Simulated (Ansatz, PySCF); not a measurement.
Gas-phase reaction in SMILES: O[Si](O)(O)S -> [OH] (HO) + O[Si](O)S (the O-Si bond at the site shown breaks; other sites are not compared here)
Each molecule is optimised on its own at B3LYP-D3(BJ)/def2-TZVP (Ansatz, an electronic-structure program), one conformer each, not searched for the lowest. Frequencies are from Ansatz or PySCF.

Wanted: bond dissociation energy (0 K, with B3LYP-D3(BJ) harmonic zero-point energies), in kcal/mol. Valence correlation only, unless marked. Open shells are spin-unrestricted. No spin-orbit coupling. No relativistic terms. Basis-set limits of correlation are two-point, X^-3; Hartree-Fock from the larger set.

```tsv
level	program	bond dissociation energy (kcal/mol)
PBE-D3(BJ)/def2-TZVPD	Ansatz + dftd3	126.0
B97M-V/def2-TZVPD	Ansatz	129.7
B3LYP-D3(BJ)/def2-TZVPD	Ansatz + dftd3	125.8
B3LYP-D4/def2-TZVPD	Ansatz + dftd4	126.3
PBE0-D4/def2-TZVPD	Ansatz + dftd4	126.9
BHLYP-D4/def2-TZVPD	Ansatz + dftd4	125.7
LC-wPBE-D3(BJ)/def2-TZVPD	Ansatz + dftd3	130.0
LC-wPBE-D4/def2-TZVPD	Ansatz + dftd4	130.5
PBE-QIDH/def2-TZVPD	Ansatz	(withheld)
RPA@PBE/cc-pV(T+d)Z	Ansatz	123.5
CCSD/aug-cc-pV(T+d)Z	Ansatz	129.7
CCSD(T)/CBS(aug-cc-pV(T+d)Z,aug-cc-pV(Q+d)Z)	Ansatz	135.1
```

**Question.** What belongs in the gaps?

**Answer.** 
- PBE-QIDH/def2-TZVPD, bond dissociation energy (kcal/mol): 131.4
